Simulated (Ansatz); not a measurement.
`F[SiH2][GeH3]` + `F[SiH](F)[SeH]` → `F[SiH](F)[GeH3]` + `F[SiH2][SeH]`  (redistribution)

Program: Ansatz. Geometries: PBE0-D4/def2-TZVP. ΔE: electronic, gas phase. CCSD(T)/CBS is the MP2 limit (def2-TZVPP, def2-QZVPP) plus CCSD(T) − MP2 in def2-TZVPP, frozen cores. Functionals use def2-TZVPP. B3LYP here is the variant with VWN-RPA as its local correlation; programs differ in this. HSE06 is defined as in plane-wave codes. For Ge, Se outer-core shells are correlated without core-valence functions, which leaves a few kJ/mol of doubt a bond. Scalar relativity is left out up to krypton. Each species was taken in one conformer, which may not be the lowest.

| level | ΔE (kJ/mol) |
| --- | --- |
| B3LYP-D4 | -1.5 |
| HSE06-D4 | -1.0 |
| BHLYP-D4 | -1.0 |
| PBE-QIDH | -0.7 |
| r2SCANh | -0.4 |
| HF/def2-SVP | -0.9 |
| CCSD(T)/def2-TZVPP | -0.7 |
| HF/CBS(def2) | -1.0 |

(1) What does CCSD(T)/CBS give? (An estimate is asked.)

Largest T1 diagnostic among the species: 0.012.

## Answers

(1) The calculation gave: -0.9 kJ/mol. The listed levels differ from it by -0.6, -0.1, -0.1, 0.2, 0.5, 0.0, 0.2, -0.1 kJ/mol.

Leaving LDA and LC-ωPBE aside and taking each functional with its dispersion term where it has one, the values, not all of them listed here, spread over 2.8 kJ/mol, from BLYP-D4 to B97M-V.
